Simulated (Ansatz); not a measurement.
Consider the cleavage of the Ga–Si bond: `[SiH3][GaH2]` + NH₃ → `[NH2][GaH2]` + SiH₄.

Gas-phase electronic energies from Ansatz, PBE0-D4/def2-TZVP geometries. CBS: MP2 limit from def2 TZ/QZ plus the TZ coupled-cluster correction, frozen cores. This one scheme is used for every species. DFT in def2-TZVPP. B3LYP here is the variant with VWN-RPA as its local correlation; programs differ in this. HSE06 is defined as in plane-wave codes. For Ga outer-core shells are correlated without core-valence functions, which leaves a few kJ/mol of doubt a bond. Scalar relativity is left out up to krypton.

`[SiH3][GaH2]`:

```xyz
7

Si   -0.227    0.642    0.780
Ga    0.331   -0.834   -1.048
H    -1.007    1.822    0.312
H     0.971    1.140    1.511
H    -1.078   -0.097    1.757
H    -0.731   -1.150   -2.164
H     1.741   -1.523   -1.148
```

NH₃:

Z-matrix (Å, degrees):
```
N
H 1 1.013
H 1 1.013 2 107.1
H 1 1.013 2 107.1 3 -114.5
```

`[NH2][GaH2]`:

Z-matrix (Å, degrees):
```
N
Ga 1 1.813
H 1 1.006 2 124.1
H 1 1.006 2 124.0 3 -180.0
H 2 1.561 1 116.7 3 -180.0
H 2 1.561 1 116.7 3 0.0
```

SiH₄:

```xyz
5

Si    0.000    0.000    0.000
H     0.348    0.296   -1.413
H    -1.191   -0.886    0.041
H    -0.302    1.268    0.711
H     1.144   -0.678    0.660
```

```json
{"level": "PBE-D4", "ΔE (kcal/mol)": "-6.6", "difference from CCSD(T)/CBS": "3.5"}
{"level": "B97M-V", "ΔE (kcal/mol)": "-8.0", "difference from CCSD(T)/CBS": "2.1"}
{"level": "HSE06-D4", "ΔE (kcal/mol)": "-6.6", "difference from CCSD(T)/CBS": "3.5"}
{"level": "PBE-QIDH", "ΔE (kcal/mol)": "-9.1", "difference from CCSD(T)/CBS": "1.0"}
{"level": "BLYP", "ΔE (kcal/mol)": "-9.6", "difference from CCSD(T)/CBS": "0.5"}
{"level": "B3LYP", "ΔE (kcal/mol)": "-9.6", "difference from CCSD(T)/CBS": "0.5"}
{"level": "LC-ωPBE", "ΔE (kcal/mol)": "-9.3", "difference from CCSD(T)/CBS": "0.8"}
{"level": "RPA@PBE/def2-TZVPP", "ΔE (kcal/mol)": "-10.6", "difference from CCSD(T)/CBS": "-0.5"}
{"level": "CCSD(T)/def2-TZVPP", "ΔE (kcal/mol)": "-10.2", "difference from CCSD(T)/CBS": "-0.1"}
{"level": "SCS-MP2/def2-QZVPP", "ΔE (kcal/mol)": "-12.2", "difference from CCSD(T)/CBS": "-2.1"}
{"level": "CCSD(T)/CBS", "ΔE (kcal/mol)": "-10.1", "difference from CCSD(T)/CBS": "0"}
```

Largest T1 diagnostic among the species: 0.014.

At CCSD(T), def2-SVP lies −2.7 kcal/mol from the extrapolated value and def2-TZVPP −0.1 kcal/mol. Leaving LDA and LC-ωPBE aside and taking each functional with its dispersion term where it has one, the values, not all of them listed here, spread over 4.3 kcal/mol, from CAM-B3LYP-D4 to PBE-D4. LDA lies −2.1 kcal/mol from PBE without D4.
